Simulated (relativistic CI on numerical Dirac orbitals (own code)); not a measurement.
# Transition arrays of Rb14+

Method of calculation: Dirac-Coulomb-Breit CI, separate exchange-only KLI orbitals for each configuration, QED by a radiative potential, valence Slater integrals scaled by 0.9, whole transition arrays (own radial code, finite nucleus).

Configuration list (outside the closed core [Ne] 3s2): 3p6 3d5, 3p6 3d4 4f, 3p5 3d6, 3p6 3d4 4p, 3p6 3d4 5f. Levels of other configurations are missing.

All E1 lines from the levels of 3p6 3d5; mean and standard deviation are weighted by gf, and upper levels are sorted by their leading configuration.

```
Upper configuration  Lines    Σgf  Mean (eV)  Mean (nm)  σ (eV)  Strongest line (nm)
         3p6 3d4 4f   5470  733.5     301.62      4.111    4.26                4.079
            3p5 3d6   3245  305.8     137.30      9.030   10.04                8.213
         3p6 3d4 4p   3245   59.0     220.60      5.620    4.19                5.606
         3p6 3d4 5f   5470  331.3     371.85      3.334    4.76                3.313
```

Σgf per state of the lower configuration in bins of 0.2 nm over the central range (centre: value): 3.3: 1.19, 3.5: 0.12, 3.9: 0.03, 4.1: 2.61, 4.3: 0.27, 5.5: 0.09, 5.7: 0.12, 8.3: 0.18, 8.5: 0.19, 8.7: 0.10, 8.9: 0.15, 9.1: 0.12, 9.3: 0.10, 9.5: 0.08, 9.7: 0.07, 9.9: 0.06.

Question: How do configuration mixing and the scaling of the Slater integrals move the arrays?

Answer: Slater scale 0.9, no configuration mixing: 3p6 3d4 4f 301.6 ± 4.3 eV (Σgf 728.8), 3p5 3d6 137.7 ± 10.1 eV (Σgf 336.3), 3p6 3d4 4p 220.7 ± 4.1 eV (Σgf 63.6), 3p6 3d4 5f 371.7 ± 4.7 eV (Σgf 248.7); Slater scale 1: 3p6 3d4 4f 302.2 ± 4.7 eV (Σgf 740.0), 3p5 3d6 138.7 ± 10.9 eV (Σgf 305.2), 3p6 3d4 4p 220.7 ± 4.6 eV (Σgf 58.6), 3p6 3d4 5f 372.1 ± 5.3 eV (Σgf 335.2); Slater scale 0.8: 3p6 3d4 4f 301.1 ± 3.8 eV (Σgf 727.0), 3p5 3d6 135.9 ± 9.1 eV (Σgf 306.3), 3p6 3d4 4p 220.5 ± 3.7 eV (Σgf 59.5), 3p6 3d4 5f 371.6 ± 4.2 eV (Σgf 327.5). With mixing, levels are counted to their leading configuration, so an array can shrink or vanish into another, and the sums then hold other lines.
